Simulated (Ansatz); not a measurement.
Ansatz (an electronic-structure program) input (CCSD(T)/6-31G*):

Ansatz 0.2 input:
```yaml
crystal:
  periodic: [false, false, false]
  atoms:
    - {symbol: Ti, position_ang: [-0.00032253, -0.00002120, -0.00012484]}
    - {symbol: C, position_ang: [1.73206551, -0.35797220, -1.08681236]}
    - {symbol: H, position_ang: [2.05899915, -1.39293982, -0.94338469]}
    - {symbol: H, position_ang: [2.52993952, 0.31408285, -0.75460364]}
    - {symbol: H, position_ang: [1.54902271, -0.18955396, -2.15299578]}
    - {symbol: C, position_ang: [0.49967607, 0.50468298, 1.95063453]}
    - {symbol: H, position_ang: [-0.33041830, 0.26966287, 2.62467114]}
    - {symbol: H, position_ang: [0.71758534, 1.57546761, 2.01809479]}
    - {symbol: H, position_ang: [1.38381704, -0.05679937, 2.26946974]}
    - {symbol: C, position_ang: [-1.05306942, 1.56300361, -0.87116441]}
    - {symbol: H, position_ang: [-1.67957594, 2.05806249, -0.12213982]}
    - {symbol: H, position_ang: [-1.69417102, 1.18387012, -1.67357576]}
    - {symbol: H, position_ang: [-0.35758067, 2.29683140, -1.29118661]}
    - {symbol: C, position_ang: [-1.17805784, -1.70967400, 0.00758002]}
    - {symbol: H, position_ang: [-1.07842629, -2.23936871, -0.94537780]}
    - {symbol: H, position_ang: [-2.22931482, -1.44179319, 0.15494382]}
    - {symbol: H, position_ang: [-0.86646689, -2.37729813, 0.81740442]}
basis:
  gaussian:
    orbitals: 6-31G*
magnetization: {spin_polarized: false}
correlation: {method: ccsd_t, electrons: outside_noble_gas}
```

End of the output:

```
reference -27394.54374955 eV, -1006.7309141074 hartree; 16, 16 occupied and 91, 91 virtual orbitals, 1320 factors
second order -17.78741889 eV of doubles, -0.00000000 eV of singles
coupled cluster: 2.86 GiB planned
cycle   1  -18.57194809 eV  change   -7.8e-1 eV  update   1.7e-1
cycle   2  -19.22112343 eV  change   -6.5e-1 eV  update   6.3e-2
cycle   3  -19.46393079 eV  change   -2.4e-1 eV  update   3.5e-2
cycle   4  -19.47434161 eV  change   -1.0e-2 eV  update   8.2e-3
cycle   5  -19.46807716 eV  change    6.3e-3 eV  update   2.9e-3
cycle   6  -19.46691257 eV  change    1.2e-3 eV  update   1.3e-3
cycle   7  -19.46656904 eV  change    3.4e-4 eV  update   3.7e-4
cycle   8  -19.46657487 eV  change   -5.8e-6 eV  update   1.4e-4
cycle   9  -19.46661302 eV  change   -3.8e-5 eV  update   5.1e-5
cycle  10  -19.46660781 eV  change    5.2e-6 eV  update   1.2e-5
perturbative correction -0.82478137 eV, -0.0303101562 hartree
Total energy: -27414.83513873 eV, -1007.4766089055 hartree
```
